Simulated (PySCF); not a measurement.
## Solvent effects on NMR parameters

Mapped SMILES: `[OH:1][SiH2:2][CH2:3][Cl:4]`; H(Xn) means a hydrogen on atom n.

GIAO PBE0/pcSseg-1 in PySCF 2.14.0 with density-fitted response routines on one PBE0-D3(BJ)/def2-SVP conformer, non-relativistic, equivalent nuclei averaged. Solvents enter as an IEF-PCM continuum (acetone with ε = 20.5, dimethylsulfoxide with ε = 46.8) around the gas-phase geometry. Shifts are referred to TMS computed in the same medium.

Gas phase, δ in ppm: Si2 -19.8, C3 35.4, H(Si2) 4.83, H(C3) 2.85, H(O1) 1.61. Dipole moment 1.31 D.

Task: How does each δ change in the continuum?

Result: 
```json
{"atoms": "Si2", "environment": "silicon bonded to C, O, 2 H", "Δδ, acetone": "+1.8", "Δδ, dimethylsulfoxide": "+1.8"}
{"atoms": "C3", "environment": "sp3 CH2 bonded to Cl and Si", "Δδ, acetone": "+2.1", "Δδ, dimethylsulfoxide": "+2.2"}
{"atoms": "H(Si2)", "environment": "hydrogen on a silicon bonded to C, O", "Δδ, acetone": "-0.04", "Δδ, dimethylsulfoxide": "-0.04"}
{"atoms": "H(C3)", "environment": "hydrogen on an sp3 CH2 bonded to Cl and Si", "Δδ, acetone": "+0.39", "Δδ, dimethylsulfoxide": "+0.40"}
{"atoms": "H(O1)", "environment": "hydrogen on an oxygen bonded to Si", "Δδ, acetone": "+0.58", "Δδ, dimethylsulfoxide": "+0.61"}
```

Changes are relative to the gas phase. The dipole moment becomes 1.73 D in acetone, 1.75 D in dimethylsulfoxide.

Task: Which of the listed nuclei move most (in ppm), and what does the model miss? (N and O are left out, as their reference compounds move with the solvent too.)

Result: C3 (sp3 CH2 bonded to Cl and Si, +2.2 ppm) in dimethylsulfoxide. A continuum only polarises the solute; specific hydrogen bonds, the anisotropy of aromatic solvents and changes of geometry or conformer are outside it.
